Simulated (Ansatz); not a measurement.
Consider the substitution at a C–Si bond: `OC([SiH3])[SiH2]Cl` + arsine → `OC([SiH3])[AsH2]` + `[SiH3]Cl`.

Isolated molecules relaxed with PBE0-D4/def2-TZVP in Ansatz; ΔE leaves out vibrations. CCSD(T)/CBS adds triple-zeta CCSD(T) − MP2 to the extrapolated MP2 energy (def2 sets, frozen cores). This one scheme is used for every species. Functionals use def2-TZVPP. B3LYP here is the variant with VWN-RPA as its local correlation; programs differ in this. For As outer-core shells are correlated without core-valence functions, which leaves a few kJ/mol of doubt a bond. Scalar relativity is left out up to krypton. One conformer a species, not always the lowest.

Q: Is it downhill or uphill in electronic energy at CCSD(T)/CBS, and by how much? (Estimate.)

A: The calculation gave: Uphill: ΔE = +0.28 eV.

Q: What do these levels give: B3LYP-D4, r2SCAN, B3LYP, MP2/def2-TZVPP, HF/def2-QZVPP, HF/CBS(def2)? (Best estimate.)

A: Ansatz gave: B3LYP-D4 0.31, r2SCAN 0.33, B3LYP 0.28, MP2/def2-TZVPP 0.24, HF/def2-QZVPP 0.24, HF/CBS(def2) 0.24 eV.

Largest T1 diagnostic among the species: 0.012.
